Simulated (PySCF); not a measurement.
PySCF input for C₃H₅ClOSi, SMILES C=C=C(Cl)[SiH2]O, PBE/pcSseg-1. The structure is a stationary point at B3LYP-D3(BJ)/def2-SVP. The structure was generated by enumeration, and PubChem lists no compound with its InChIKey, so it may never have been made. The values are those of a single conformer.

```python
import numpy as np
from pyscf import gto, scf, dft
from pyscf.prop.nmr import rks as nmr

mol = gto.M(
    atom='''
    C     2.46217865   -1.13744743   -0.02386922
    C     1.39103907   -0.38312108   -0.04333204
    C     0.28324977    0.31394366   -0.05560176
    Cl    0.30474747    2.07918796   -0.22940997
    Si   -1.43766617   -0.43486690    0.10592032
    O    -1.33173542   -2.08880932    0.25860786
    H     2.88110746   -1.55378618   -0.94731082
    H     2.98227689   -1.36770514    0.91325830
    H    -2.08974069    0.21612947    1.27810026
    H    -2.21377685   -0.16955817   -1.12857596
    H    -0.77816890   -2.43291502    0.96956872
    ''',
    basis='pcSseg-1',
    charge=0,
    spin=0,
    max_memory=1600,
    verbose=3,
)
mf = dft.RKS(mol, xc='pbe')
mf.grids.level = 3
mf.conv_tol = 1e-10
mf.max_cycle = 100
mf.kernel()
n = nmr.NMR(mf)
n.verbose = 2
n.max_cycle_cphf = 60
sigma = n.kernel()
print('atom   isotropic/ppm   span/ppm')
for i, s in enumerate(sigma):
    w = np.linalg.eigvalsh((s + s.T) / 2)
    print(f'{mol.atom_symbol(i):2s}{i + 1:3d} {w.mean():14.3f} {w[2] - w[0]:11.3f}')
```

Program output:

```
converged SCF energy = -941.609891392594
atom   isotropic/ppm   span/ppm
C   1         93.677     154.521
C   2        -39.517      63.274
C   3         72.709     110.864
Cl  4        729.423     345.892
Si  5        367.806     101.484
O   6        300.249      50.427
H   7         25.775       5.299
H   8         25.871       5.161
H   9         26.065       7.686
H  10         26.308       7.615
H  11         30.111      19.488
```

The calculation finished and met its thresholds.

Cost: about 27 core-seconds (a rough figure).
